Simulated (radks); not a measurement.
Question: Neutral strontium, [Kr] 5s2. Calculated with a radial shooting solver on a logarithmic mesh with Libxc functionals: non-relativistic Kohn-Sham, LDA (Slater exchange, Perdew-Wang correlation), spin-polarised, spherical densities, point nucleus. Every spin shell is full or empty, so the densities are truly spherical. Functionals are evaluated on that one density, not self-consistently. Rank these exchange functionals by their error against the exact value of the orbitals, and give that value: LDA, B88, PBEsol, RPBE, PW91, PW86, AM05, G96, revTPSS, r2SCAN, MS2, Tao-Mo, TASK.

Answer: Exact: -101.806 hartree. From best to worst, with 100 (|E| - |E exact|)/|E exact| (equal figures are ties): PW86 +0.02, PW91 +0.03, r2SCAN -0.04, B88 +0.07, RPBE -0.16, G96 +0.34, MS2 -0.45, Tao-Mo -0.69, revTPSS -0.83, TASK -2.44, PBEsol -2.47, AM05 -4.99, LDA -5.41.
